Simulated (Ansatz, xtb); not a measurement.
C7H7Br: 11 structures ranked

11 gas-phase structures of C7H7Br, from a drawn sample of its isomers (lower ones may exist). Each was relaxed with GFN2-xTB; where two conformers were screened, the lower at r2SCAN-D4/def2-SVP is listed:

A. `C=CC1=CCC(Br)=C1`, a singlet
B. `C=CC1=C(Br)CC=C1`, a singlet
C. `C=CC1=CC=C(Br)C1`, a singlet
D. `C=CC1=C(Br)C=CC1`, a singlet
E. `C=CC1=CCC=C1Br`, a singlet
F. `C=CC1=CC=C[C@@H]1Br`, a singlet
G. `C=CC1=C[C@@H](Br)C=C1`, a singlet
H. `C=C[C@@H]1C=CC(Br)=C1`, a singlet
I. `C=C[C@@H]1C=CC=C1Br`, a singlet
J. `C=CC1=CC(Br)=CC1`, a singlet
K. `C=CC1(Br)C=CC=C1`, a singlet

**Question.** Make a reasoned guess at their ranking by r2SCAN-D4/def2-SVP single-point energy.

**Answer.** Calculated order at r2SCAN-D4/def2-SVP: D (0.0), C (1.0), J (4.1), B (7.6), A (10.8), F (16.3), G (22.6), E (25.1), I (44.7), H (46.2), K (52.7) kJ/mol. Less than 1 kcal/mol parts D and C; C and J; J and B; B and A; G and E; I and H, so the order within those pairs means little.

Energies above the lowest of each column, in kJ/mol; the last columns are at B3LYP/def2-SVP geometries and were run for some of them only (a dash: not run or not comparable):

```json
{"structure": "D", "GFN2-xTB": "0.6", "HF/STO-3G": "0.0", "r2SCAN-D4/def2-SVP": "0.0", "B3LYP/def2-SVP": "0.6", "CCSD(T)/def2-SVP + ΔMP2/def2-TZVPP": "0.0"}
{"structure": "C", "GFN2-xTB": "0.0", "HF/STO-3G": "0.1", "r2SCAN-D4/def2-SVP": "1.0", "B3LYP/def2-SVP": "0.0", "CCSD(T)/def2-SVP + ΔMP2/def2-TZVPP": "2.5"}
{"structure": "J", "GFN2-xTB": "3.3", "HF/STO-3G": "1.2", "r2SCAN-D4/def2-SVP": "4.1", "B3LYP/def2-SVP": "2.2", "CCSD(T)/def2-SVP + ΔMP2/def2-TZVPP": "3.5"}
{"structure": "B", "GFN2-xTB": "7.5", "HF/STO-3G": "2.1", "r2SCAN-D4/def2-SVP": "7.6", "B3LYP/def2-SVP": "6.7", "CCSD(T)/def2-SVP + ΔMP2/def2-TZVPP": "3.8"}
{"structure": "A", "GFN2-xTB": "9.8", "HF/STO-3G": "3.2", "r2SCAN-D4/def2-SVP": "10.8", "B3LYP/def2-SVP": "7.7", "CCSD(T)/def2-SVP + ΔMP2/def2-TZVPP": "6.8"}
{"structure": "F", "GFN2-xTB": "23.0", "HF/STO-3G": "27.0", "r2SCAN-D4/def2-SVP": "16.3", "B3LYP/def2-SVP": "14.4", "CCSD(T)/def2-SVP + ΔMP2/def2-TZVPP": "9.3"}
{"structure": "G", "GFN2-xTB": "30.8", "HF/STO-3G": "27.5", "r2SCAN-D4/def2-SVP": "22.6", "B3LYP/def2-SVP": "–", "CCSD(T)/def2-SVP + ΔMP2/def2-TZVPP": "–"}
{"structure": "E", "GFN2-xTB": "18.7", "HF/STO-3G": "14.5", "r2SCAN-D4/def2-SVP": "25.1", "B3LYP/def2-SVP": "–", "CCSD(T)/def2-SVP + ΔMP2/def2-TZVPP": "–"}
{"structure": "I", "GFN2-xTB": "34.7", "HF/STO-3G": "29.8", "r2SCAN-D4/def2-SVP": "44.7", "B3LYP/def2-SVP": "–", "CCSD(T)/def2-SVP + ΔMP2/def2-TZVPP": "–"}
{"structure": "H", "GFN2-xTB": "38.2", "HF/STO-3G": "30.1", "r2SCAN-D4/def2-SVP": "46.2", "B3LYP/def2-SVP": "–", "CCSD(T)/def2-SVP + ΔMP2/def2-TZVPP": "–"}
{"structure": "K", "GFN2-xTB": "52.3", "HF/STO-3G": "59.8", "r2SCAN-D4/def2-SVP": "52.7", "B3LYP/def2-SVP": "–", "CCSD(T)/def2-SVP + ΔMP2/def2-TZVPP": "–"}
```

Every level run on D puts it lowest or level with the lowest. Flexible structures stand in one conformer each, not always the lowest. Frequencies (GFN2-xTB) were run for A, B, C, D, F, J alone. ΔMP2 is the change of the MP2 energy from the smaller to the larger basis.

Over these structures GFN2-xTB departs from r2SCAN-D4/def2-SVP by 3.8 kJ/mol on average once a common shift is removed. A GFN2-xTB relaxation took about 0.3 s and the r2SCAN-D4/def2-SVP energy about 9.3 s on a shared host (Ansatz 0.2.0, xtb 6.7.1).
